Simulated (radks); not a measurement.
Neutral samarium inside a hard spherical wall (all orbitals vanish at R), configuration held at [Xe] 4f6 6s2 and not refilled when levels cross. All-electron calculation, scalar-relativistic Kohn-Sham, LDA (Slater exchange, Perdew-Wang correlation), spin-unpolarised, spherical densities, point nucleus. Program: a radial shooting solver on a logarithmic mesh with Libxc functionals. Eigenvalues in eV, with the zero of energy where the potential of the charges vanishes at infinity; a dash marks a level that is unbound or too diffuse for the functional's potential to be trusted. A positive occupied level is held by the wall or, in an anion where self-interaction has pushed it up, behind a barrier. The pressure on the wall is -dE/dV.

R (bohr)	E (hartree)	kinetic (hartree)	e(5s)	e(5p)	e(6s)	e(4f)	e(5d, empty)	e(6p, empty)	pressure (GPa)
free	-10419.9980	11136.416	-43.394	-23.324	-3.722	-2.668	-1.833	-1.255	0
20	-10419.9980	11136.416	-43.394	-23.324	-3.722	-2.668	-1.833	-1.255	< 0.0001
10	-10419.9949	11136.443	-43.209	-23.142	-3.570	-2.486	-1.663	-0.868	0.0684
8	-10419.9780	11136.547	-42.662	-22.607	-3.039	-1.947	-1.152	0.118	0.672
6	-10419.8714	11137.024	-40.981	-20.991	-0.739	-0.248	0.589	3.825	7.75
5	-10419.6624	11137.837	-39.108	-19.224	2.901	1.740	2.817	9.211	32.1
3	-10416.0197	11151.398	-24.449	-4.142	47.221	19.176	24.129	64.611	1610
2	-10395.7313	11216.587	24.050	52.471	210.59	67.586	98.868	244.57	30000
1.5	-10341.0170	11377.587	140.27	185.26	534.36	146.03	254.96	583.62	219000
